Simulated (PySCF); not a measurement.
Spectra and structures to be paired. The calculation used PySCF 2.14.0, density-fitted response routines, TDDFT CAM-B3LYP/def2-SVPD, vertical, gas phase, core orbitals frozen in the response. Geometries: PBE0-D3(BJ)/def2-SVP; one conformer of each isolated species. Triplets are in the Tamm–Dancoff approximation. Atoms past krypton carry core potentials; spin–orbit coupling is left out.

A. `BrB(Br)Br`
B. `[SiH3]S[SiH2]Cl`
C. `FC(F)=C(F)[SiH](P)P`
D. `[SiH3]Oc1cscn1`
E. `C[CH2][In]([I])[CH2]C`

Lowest singlet levels (six at most, fewer where fewer were computed) with oscillator strengths:

1. 6.15 eV (f 0.006); 6.19 eV (f 0.101); 6.41 eV (f 0.104); 6.50 eV (f 0.012); 6.68 eV (f 0.074); 6.71 eV (f 0.173); T1 4.13 eV
2. 6.17 eV (f 0.007); 6.36 eV (f 0.021); 6.68 eV (f 0.011); 7.24 eV (f 0.020); 7.39 eV (f 0.003); 7.50 eV (f 0.041); T1 5.83 eV
3. 5.12 eV (f 0.088); 5.59 eV (f 0.001); 5.80 eV (f 0.000); 6.39 eV (f 0.001); 6.46 eV (f 0.028); 6.75 eV (f 0.002)
4. 4.36 eV (f 0.000); 4.98 eV (f 0.003); 5.06 eV (f 0.018); 5.07 eV (f 0.000); 5.20 eV (f 0.087); 5.38 eV (f 0.037); T1 4.19 eV
5. 4.83 eV (f 0.000); 5.61 eV (f 0.000 summed over 2 states); 6.03 eV (f 0.283 summed over 2 states); 7.05 eV (f 0.000); 7.64 eV (f 0.000 summed over 2 states); 7.68 eV (f 0.000) [of 10 roots; the last level is left out, as the window may have cut its degenerate partner]; T1 4.69 eV

**Question.** Which spectrum belongs to which structure?

**Answer.** 1 = C, 2 = B, 3 = D, 4 = E, 5 = A.
- A: S1 at 4.83 eV, HOMO→LUMO (99%); Löwdin shares by element: HOMO bromine 100%; LUMO bromine 53%, boron 47%; HOMO -9.63 and LUMO -1.11 eV; point group D3h, 7 of its 9 listed states under f = 0.0005.
- B: S1 at 6.17 eV, HOMO→LUMO (79%); Löwdin shares by element: HOMO sulfur 70%, silicon 17%; LUMO silicon 36%, sulfur 25%, chlorine 12% (atoms not listed hold the other 28%); HOMO -9.07 and LUMO 0.45 eV.
- C: S1 at 6.15 eV, HOMO→LUMO+1 (56%), HOMO→LUMO+4 (9%); Löwdin shares by element: HOMO phosphorus 47%, silicon 11%, carbon 11% or more (atoms not listed hold the other 31%); LUMO carbon 33%, silicon 16%, phosphorus 14% or more (atoms not listed hold the other 37%); HOMO -8.61 and LUMO 0.42 eV.
- D: S1 at 5.12 eV, HOMO→LUMO (95%); Löwdin shares by element: HOMO carbon 43% or more, oxygen 18%, sulfur 15% (atoms not listed hold the other 25%); LUMO carbon 42% or more, sulfur 24%, nitrogen 18% (atoms not listed hold the other 16%); HOMO -7.98 and LUMO 0.08 eV; point group Cs, 1 of its 6 listed states under f = 0.0005.
- E: S1 at 4.36 eV, HOMO→LUMO (89%), HOMO-2→LUMO (9%); Löwdin shares by element: HOMO iodine 67%, carbon 15% or more, indium 8%; LUMO indium 58%, carbon 16% or more, iodine 14%; HOMO -8.04 and LUMO -0.60 eV.
B and C have S1 within 0.03 eV of each other; their strongest listed levels stand at 7.50 eV (f 0.041) and 6.71 eV (f 0.173).
